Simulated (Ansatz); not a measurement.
Reaction (redistribution): `[F][GeH2][SH]` + `BC(=C)[O][GeH3]` → `[F][GeH2][O][GeH3]` + `BC(=C)S`

Computed with Ansatz on PBE0-D4/def2-TZVP structures; ΔE is electronic, products minus reactants. CCSD(T)/CBS adds triple-zeta CCSD(T) − MP2 to the extrapolated MP2 energy (def2 sets, frozen cores). Functionals use def2-TZVPP. B3LYP here is the variant with VWN-RPA as its local correlation; programs differ in this. For Ge outer-core shells are correlated without core-valence functions, which leaves a few kJ/mol of doubt a bond. Scalar relativity is left out up to krypton. Each species was taken in one conformer, which may not be the lowest.

`[F][GeH2][SH]`:

```xyz
6

F     1.297   -1.215   -0.581
Ge    0.356    0.228   -0.329
S    -1.684   -0.328    0.277
H     1.093    0.995    0.774
H     0.269    0.932   -1.685
H    -1.331   -0.612    1.542
```

`BC(=C)[O][GeH3]`:

```xyz
12

B    -0.583    0.124   -1.384
C    -0.036   -0.744   -0.239
C     0.003   -2.079   -0.418
O     0.413   -0.248    0.945
Ge    0.430    1.500    1.346
H    -0.645    1.318   -1.299
H    -0.955   -0.410   -2.384
H    -0.347   -2.503   -1.348
H     0.380   -2.748    0.350
H     1.333    2.248    0.354
H    -1.005    2.049    1.317
H     1.014    1.495    2.762
```

`[F][GeH2][O][GeH3]`:

Cartesian coordinates in Å:
```
F -1.736 -1.450 0.130
Ge -0.315 -1.295 -0.865
O 0.200 0.371 -0.746
Ge 0.416 1.351 0.729
H -0.733 -1.564 -2.311
H 0.718 -2.250 -0.252
H -0.927 2.004 1.082
H 1.476 2.399 0.366
H 0.901 0.433 1.867
```

`BC(=C)S`:

Z-matrix (Å, degrees):
```
B
C 1 1.538
H 1 1.195 2 118.2
H 1 1.197 2 121.7 3 -180.0
C 2 1.345 1 118.7 3 -0.1
S 2 1.762 1 121.6 3 179.9
H 5 1.087 2 123.5 1 -180.0
H 5 1.083 2 119.3 1 0.0
H 6 1.340 2 96.5 1 -0.1
```

```tsv
level	ΔE (kJ/mol)	difference from CCSD(T)/CBS
PBE-D4	-10.2	17.3
B3LYP-D4	-18.6	8.9
ωB97X-V	-21.5	6.0
ωB97M-V	-19.7	7.8
B2PLYP	-25.3	2.2
PBE0	-13.9	13.6
HF/def2-TZVPP	-31.8	-4.3
CCSD/def2-TZVPP	-28.2	-0.7
MP2/CBS(def2)	-33.9	-6.4
CCSD/CBS(def2)	-28.6	-1.1
CCSD(T)/CBS	-27.5	0
```

Largest T1 diagnostic among the species: 0.013.

From PBE to PBE0 (25 % exact exchange), in def2-TZVPP and without D4, ΔE moves by −3.6 kJ/mol.
